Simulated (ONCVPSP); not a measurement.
## An all-electron radial function and its pseudo partner (silver (Ag))

Columns: radius, all-electron u(r) and pseudo u(r) of the 4s shell (level -110.19 eV) of silver in the configuration [Ar] 3d10 4s2 4p6 4d9.5; PBE, scalar-relativistic, ONCV scheme, ONCVPSP 4.0.1.

```tsv
r (bohr)	all-electron	pseudo
0.095	0.4380	0.1034
0.190	-0.3075	0.2245
0.285	-0.6795	0.3737
0.380	-0.3472	0.5493
0.475	0.2245	0.7366
0.570	0.7258	0.9121
0.665	1.0508	1.0508
0.760	1.2023	1.1336
0.855	1.2209	1.1523
0.950	1.1537	1.1104
1.045	1.0399	1.0209
1.140	0.9072	0.9019
1.235	0.7730	0.7723
1.330	0.6473	0.6472
1.425	0.5350	0.5349
1.520	0.4376	0.4375
1.615	0.3551	0.3550
1.710	0.2862	0.2862
1.805	0.2295	0.2295
1.900	0.1833	0.1832
1.995	0.1458	0.1457
2.090	0.1156	0.1155
2.185	0.0914	0.0914
2.280	0.0721	0.0721
2.375	0.0568	0.0567
2.470	0.0446	0.0446
```

(1) How many radial nodes do the two functions have?

(2) At about which radius was the pseudo-wave matched?

(3) Is the pseudo-wave norm-conserving?

## Answers

(1) The all-electron 4s function has n − l − 1 = 3 (the table is too coarse to show those close to the nucleus); the pseudo-wave has 0, since the states of the same l below it are removed with the core.

(2) 1.35 bohr, where the columns begin to agree (steps of 0.10 bohr).

(3) Yes: the ONCV scheme keeps the norm inside the radius equal to the all-electron one, which fixes the energy derivative of the logarithmic derivative at the level.
